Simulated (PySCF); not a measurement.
Telling isomers of CH11O2PSi3 apart by NMR

[PySCF: shielding tensors at PBE0/pcSseg-1 (GIAO); GFN2-xTB structure; isolated molecule; non-relativistic; fast rotation and ring inversion assumed for equivalent nuclei; a single conformation]

δ = σ(ref) − σ, references computed at the same level: ¹H (σ = 31.72 ppm) and ¹³C (σ = 186.93 ppm) against TMS. Splittings of carbon signals by F and P are missing where no couplings were computed. Where no couplings were computed, multiplicities follow the n + 1 count of equivalent neighbours, and m marks all less simple cases (inequivalent or close neighbours, rings, F or P nearby). Shifts are as computed. Against solution values, carbons near 30 ppm lie about +3 ppm off and those near 130 ppm about +5 ppm. Of 1211 compounds with measured shifts, 218 miss one by over three times the rms of a fit or turn the order of signals round; such compounds aren't used in these exercises.

(1) Tabulate the signals of `C[Si@H](P)O[SiH2]O[SiH3]`, `CO[Si@@]([SiH3])(P)O[SiH3]`, `[SiH3]O[SiH2]OC[SiH2]P` and their relative energies.

(2) What is the quickest way to tell C[Si@H](P)O[SiH2]O[SiH3] from [SiH3]O[SiH2]OC[SiH2]P?

(3) What is the quickest way to tell CO[Si@@]([SiH3])(P)O[SiH3] from [SiH3]O[SiH2]OC[SiH2]P?

(4) What is the quickest way to tell C[Si@H](P)O[SiH2]O[SiH3] from CO[Si@@]([SiH3])(P)O[SiH3]?

## Answers

(1) 
| SMILES | carbon types | δC | δH | E rel. (kcal/mol) |
| --- | --- | --- | --- | --- |
| C[Si@H](P)O[SiH2]O[SiH3] | 1×CH3 | 4.7 | 6.11 (m, 1H), 5.21 (s, 3H), 4.94 (m, 1H), 4.89 (m, 1H), 1.12 (m, 2H), 0.55 (m, 3H) | 0.0 |
| CO[Si@@]([SiH3])(P)O[SiH3] | 1×CH3 | 53.0 | 5.16 (s, 3H), 3.93 (s, 3H), 3.40 (m, 3H), 0.94 (m, 2H) | 43.1 |
| [SiH3]O[SiH2]OC[SiH2]P | 1×CH2 | 57.0 | 5.12 (s, 3H), 4.76 (s, 2H), 4.73 (m, 2H), 4.24 (m, 2H), 0.90 (m, 2H) | 49.6 |

Energies are electronic energies at PBE0/pcSseg-1 on these geometries, without zero-point or thermal terms, each for the one conformer computed, which needn't be the lowest.

(2) Both give the same number of carbon signals, but DEPT or the intensities differ. The first has a methyl carbon bonded to Si (CH3) at 4.7 ppm, the second an sp3 CH2 bonded to O and Si at 57.0 ppm. In the proton spectra the most deshielded non-exchanging signals are 6.11 (m, 1H) and 5.12 (s, 3H).

(3) Both give the same number of carbon signals, but DEPT or the intensities differ. The first has a methyl carbon bonded to O (CH3) at 53.0 ppm, the second an sp3 CH2 bonded to O and Si at 57.0 ppm.

(4) Both give the same number of carbon signals, with the same numbers of each carbon type, so the positions decide. The first has a methyl carbon bonded to Si (CH3) at 4.7 ppm, the second a methyl carbon bonded to O (CH3) at 53.0 ppm. In the proton spectra the most deshielded non-exchanging signals are 6.11 (m, 1H) and 5.16 (s, 3H).
